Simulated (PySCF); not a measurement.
Computed IR spectrum (relative IR intensity) of a molecule F₂H₆Si₃. The structure is a stationary point at ωB97X-D3(BJ)/def2-SVP. One conformer was computed; it need not be the lowest. Level of theory: PySCF with ωB97X-D3(BJ)/def2-SVP. Frequencies are harmonic and unscaled.

```json
[
 {"ν (cm⁻¹)": "213", "relative intensity": "11"},
 {"ν (cm⁻¹)": "276", "relative intensity": "5.1"},
 {"ν (cm⁻¹)": "397", "relative intensity": "3.0"},
 {"ν (cm⁻¹)": "543", "relative intensity": "11"},
 {"ν (cm⁻¹)": "548", "relative intensity": "4.6"},
 {"ν (cm⁻¹)": "589", "relative intensity": "35"},
 {"ν (cm⁻¹)": "846", "relative intensity": "53"},
 {"ν (cm⁻¹)": "879", "relative intensity": "100"},
 {"ν (cm⁻¹)": "917", "relative intensity": "3.0"},
 {"ν (cm⁻¹)": "924", "relative intensity": "3.2"},
 {"ν (cm⁻¹)": "947", "relative intensity": "6.6"},
 {"ν (cm⁻¹)": "951", "relative intensity": "67"},
 {"ν (cm⁻¹)": "2247", "relative intensity": "15"},
 {"ν (cm⁻¹)": "2251", "relative intensity": "16"},
 {"ν (cm⁻¹)": "2258", "relative intensity": "51"},
 {"ν (cm⁻¹)": "2266", "relative intensity": "50"}
]
```

**Question.** Pick the molecule that these values belong to.
A) F[Si](F)([SiH3])[SiH3]
B) F[SiH2][Si@H](F)[SiH3]
C) F[SiH](F)[SiH2][SiH3]
D) F[SiH2][SiH2][SiH2]F

**Answer.** A, F[Si](F)([SiH3])[SiH3]
